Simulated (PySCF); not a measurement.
# Continuum solvent and chemical shifts

Molfile (atoms numbered from 1):
```
C5H5F3O2S
     RDKit          3D

 16 15  0  0  0  0  0  0  0  0999 V2000
    2.8537    0.5884   -0.6379 C   0  0  0  0  0  0  0  0  0  0  0  0
    1.5899    0.1475   -0.5507 C   0  0  0  0  0  0  0  0  0  0  0  0
    1.0829   -0.4332    0.6771 C   0  0  0  0  0  0  0  0  0  0  0  0
   -0.1530   -0.8983    0.9419 C   0  0  0  0  0  0  0  0  0  0  0  0
   -1.4917   -0.9147   -0.1981 S   0  0  0  0  0  6  0  0  0  0  0  0
   -2.4874   -1.8520    0.2898 O   0  0  0  0  0  0  0  0  0  0  0  0
   -1.0265   -0.9204   -1.5776 O   0  0  0  0  0  0  0  0  0  0  0  0
   -2.2307    0.7816    0.0542 C   0  0  0  0  0  0  0  0  0  0  0  0
   -3.3474    0.8703   -0.6381 F   0  0  0  0  0  0  0  0  0  0  0  0
   -2.4858    0.9739    1.3384 F   0  0  0  0  0  0  0  0  0  0  0  0
   -1.3765    1.7047   -0.3588 F   0  0  0  0  0  0  0  0  0  0  0  0
    3.5424    0.5192    0.2102 H   0  0  0  0  0  0  0  0  0  0  0  0
    3.2387    1.0305   -1.5597 H   0  0  0  0  0  0  0  0  0  0  0  0
    0.9131    0.2119   -1.4052 H   0  0  0  0  0  0  0  0  0  0  0  0
    1.8016   -0.5003    1.5035 H   0  0  0  0  0  0  0  0  0  0  0  0
   -0.4366   -1.3016    1.9164 H   0  0  0  0  0  0  0  0  0  0  0  0
  1  2  2  0
  2  3  1  0
  3  4  2  0
  4  5  1  0
  5  6  2  0
  5  7  2  0
  5  8  1  0
  8  9  1  0
  8 10  1  0
  8 11  1  0
  1 12  1  0
  1 13  1  0
  2 14  1  0
  3 15  1  0
  4 16  1  0
M  END
```

GIAO PBE0/pcSseg-1 in PySCF on one PBE0-D3(BJ)/def2-SVP conformer, non-relativistic, equivalent nuclei averaged. Solvents enter as an IEF-PCM continuum (benzene with ε = 2.3) around the gas-phase geometry. Shifts are referred to TMS, CS2, CFCl3 computed in the same medium.

Gas phase, δ in ppm: C3 158.7, C1 142.5, C2 139.3, C4 128.6, C8 127.1, S5 302.5, F9/F10/F11 -92.3, H14 8.12, H15 6.92, H13 6.17, H12 6.03, H16 5.99. Dipole moment 5.05 D.

Q: How does each δ change in the continuum?

A: 
```json
{"atoms": "C3", "environment": "alkene CH", "Δδ, benzene": "+2.4"}
{"atoms": "C1", "environment": "terminal =CH2 carbon", "Δδ, benzene": "+3.3"}
{"atoms": "C2", "environment": "alkene CH", "Δδ, benzene": "-0.4"}
{"atoms": "C4", "environment": "alkene CH", "Δδ, benzene": "-1.3"}
{"atoms": "C8", "environment": "CF3 carbon", "Δδ, benzene": "+0.6"}
{"atoms": "S5", "environment": "sulfone sulfur", "Δδ, benzene": "+1.7"}
{"atoms": "F9/F10/F11", "environment": "fluorine of an SCF3 group", "Δδ, benzene": "+1.5"}
{"atoms": "H14", "environment": "hydrogen on an alkene CH", "Δδ, benzene": "-0.10"}
{"atoms": "H15", "environment": "hydrogen on an alkene CH", "Δδ, benzene": "+0.24"}
{"atoms": "H13", "environment": "hydrogen on a terminal =CH2 carbon", "Δδ, benzene": "+0.19"}
{"atoms": "H12", "environment": "hydrogen on a terminal =CH2 carbon", "Δδ, benzene": "+0.22"}
{"atoms": "H16", "environment": "hydrogen on an alkene CH", "Δδ, benzene": "+0.09"}
```

Changes are relative to the gas phase. The dipole moment becomes 5.72 D in benzene.

Q: Which of the listed nuclei move most (in ppm), and what does the model miss? (N and O are left out, as their reference compounds move with the solvent too.)

A: C1 (terminal =CH2 carbon, +3.3 ppm) in benzene. A continuum only polarises the solute; specific hydrogen bonds, the anisotropy of aromatic solvents and changes of geometry or conformer are outside it.
